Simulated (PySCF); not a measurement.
**Partial charges of `C=C(C)[Si@@H](Cl)CCC`**

C6H13ClSi.
SMILES with atom numbers: `[CH2:1]=[C:2]([CH3:3])[Si@@H:4]([Cl:5])[CH2:6][CH2:7][CH3:8]` (hydrogens: H9, H10 on C1; H11, H12, H13 on C3; H14 on Si4; H15, H16 on C6; H17, H18 on C7; H19, H20, H21 on C8)

Cartesian coordinates in Å at the GFN2-xTB level; atoms count from 1:
```xyz
21
C6H13ClSi angstrom
C     -1.972   -0.433   -2.156
C     -1.738   -0.109   -0.891
C     -2.257   -0.953    0.236
Si    -0.726    1.421   -0.416
Cl    -1.850    2.602    0.799
C      0.832    0.894    0.546
C      1.701   -0.101   -0.220
C      2.913   -0.537    0.595
H     -1.606    0.164   -2.974
H     -2.541   -1.309   -2.427
H     -2.818   -1.808   -0.135
H     -2.905   -0.358    0.879
H     -1.431   -1.315    0.848
H     -0.388    2.201   -1.609
H      1.434    1.773    0.791
H      0.545    0.449    1.502
H      2.038    0.355   -1.152
H      1.107   -0.979   -0.483
H      3.525   -1.236    0.028
H      3.526    0.323    0.857
H      2.600   -1.026    1.516
```

Density: PBE0/pcSseg-1 (PySCF); schemes: Mulliken, IAO, Hirshfeld and ESP-fitted. One conformer (not necessarily the lowest) at the GFN2-xTB geometry, without solvent, vibrations or thermal averaging.

Problem. Which atoms carry the lowest charge in the Mulliken, IAO, Hirshfeld and ESP-fitted schemes?

Solution. The schemes don't all agree: Mulliken C2 (-0.616); IAO C6 (-0.545); Hirshfeld C6 (-0.161); ESP-fitted C1 (-0.564).

Problem. Do the Mulliken, IAO, Hirshfeld and ESP-fitted schemes agree on where the charge is highest?

Solution. The schemes don't all agree: Mulliken Si4 (+0.912); IAO Si4 (+0.923); Hirshfeld Si4 (+0.363); ESP-fitted C7 (+0.331).

Problem. Tabulate the Mulliken, IAO, Hirshfeld and ESP-fitted charges.

Solution. In e:

```json
{"atom": "C1", "environment": "terminal =CH2 carbon", "Mulliken": "-0.079", "IAO": "-0.299", "Hirshfeld": "-0.094", "ESP-fitted": "-0.564"}
{"atom": "C2", "environment": "fully substituted alkene carbon", "Mulliken": "-0.616", "IAO": "-0.252", "Hirshfeld": "-0.080", "ESP-fitted": "+0.253"}
{"atom": "C3", "environment": "allylic carbon", "Mulliken": "-0.184", "IAO": "-0.419", "Hirshfeld": "-0.120", "ESP-fitted": "-0.476"}
{"atom": "Si4", "environment": "chlorine-bound silicon", "Mulliken": "+0.912", "IAO": "+0.923", "Hirshfeld": "+0.363", "ESP-fitted": "+0.135"}
{"atom": "Cl5", "environment": "silicon-bound chlorine", "Mulliken": "-0.337", "IAO": "-0.324", "Hirshfeld": "-0.132", "ESP-fitted": "-0.175"}
{"atom": "C6", "environment": "sp3 carbon bound to silicon", "Mulliken": "-0.547", "IAO": "-0.545", "Hirshfeld": "-0.161", "ESP-fitted": "-0.249"}
{"atom": "C7", "environment": "chain CH2 carbon", "Mulliken": "-0.305", "IAO": "-0.240", "Hirshfeld": "-0.065", "ESP-fitted": "+0.331"}
{"atom": "C8", "environment": "methyl carbon", "Mulliken": "-0.252", "IAO": "-0.414", "Hirshfeld": "-0.116", "ESP-fitted": "-0.410"}
{"atom": "H9", "environment": "vinylic hydrogen", "Mulliken": "+0.110", "IAO": "+0.146", "Hirshfeld": "+0.043", "ESP-fitted": "+0.188"}
{"atom": "H10", "environment": "vinylic hydrogen", "Mulliken": "+0.108", "IAO": "+0.143", "Hirshfeld": "+0.046", "ESP-fitted": "+0.214"}
{"atom": "H11", "environment": "methyl hydrogen", "Mulliken": "+0.115", "IAO": "+0.144", "Hirshfeld": "+0.046", "ESP-fitted": "+0.135"}
{"atom": "H12", "environment": "methyl hydrogen", "Mulliken": "+0.138", "IAO": "+0.156", "Hirshfeld": "+0.040", "ESP-fitted": "+0.136"}
{"atom": "H13", "environment": "methyl hydrogen", "Mulliken": "+0.125", "IAO": "+0.145", "Hirshfeld": "+0.044", "ESP-fitted": "+0.151"}
{"atom": "H14", "environment": "Si–H hydrogen", "Mulliken": "-0.065", "IAO": "-0.130", "Hirshfeld": "-0.077", "ESP-fitted": "-0.019"}
{"atom": "H15", "environment": "methylene hydrogen", "Mulliken": "+0.145", "IAO": "+0.147", "Hirshfeld": "+0.039", "ESP-fitted": "+0.093"}
{"atom": "H16", "environment": "methylene hydrogen", "Mulliken": "+0.144", "IAO": "+0.143", "Hirshfeld": "+0.037", "ESP-fitted": "+0.069"}
{"atom": "H17", "environment": "methylene hydrogen", "Mulliken": "+0.124", "IAO": "+0.130", "Hirshfeld": "+0.036", "ESP-fitted": "-0.038"}
{"atom": "H18", "environment": "methylene hydrogen", "Mulliken": "+0.132", "IAO": "+0.131", "Hirshfeld": "+0.032", "ESP-fitted": "-0.053"}
{"atom": "H19", "environment": "methyl hydrogen", "Mulliken": "+0.115", "IAO": "+0.141", "Hirshfeld": "+0.041", "ESP-fitted": "+0.092"}
{"atom": "H20", "environment": "methyl hydrogen", "Mulliken": "+0.109", "IAO": "+0.137", "Hirshfeld": "+0.040", "ESP-fitted": "+0.090"}
{"atom": "H21", "environment": "methyl hydrogen", "Mulliken": "+0.108", "IAO": "+0.136", "Hirshfeld": "+0.039", "ESP-fitted": "+0.097"}
```

Mean size of the charges over all atoms: IAO 0.250 e, Mulliken 0.227 e, ESP-fitted 0.189 e, Hirshfeld 0.081 e. Each set sums to the total charge, 0, to within 0.001 e. The IAO scheme counts the electrons in orthogonalised intrinsic atomic orbitals, a minimal basis polarised so that it spans the occupied orbitals exactly. The Mulliken scheme counts on each atom the diagonal of the density matrix times the overlap matrix over that atom's basis functions.

Problem. How closely do the schemes follow one another over all atoms?

Solution. Correlation coefficient and root-mean-square difference: IAO with Hirshfeld 0.99, 0.208 e; Mulliken with IAO 0.93, 0.115 e; Mulliken with Hirshfeld 0.93, 0.212 e; IAO with ESP-fitted 0.57, 0.266 e; Hirshfeld with ESP-fitted 0.52, 0.203 e; Mulliken with ESP-fitted 0.28, 0.332 e.

Problem. How many electrons does the Hirshfeld scheme count on C1?

Solution. Z − q = 6 − (-0.094) = 6.094.

Problem. Sum the charges by element, for elements with more than one atom.

Solution. 
```csv
element,atoms,Mulliken,IAO,Hirshfeld,ESP-fitted
C,6,-1.983,-2.169,-0.637,-1.114
H,13,+1.408,+1.570,+0.407,+1.154
```
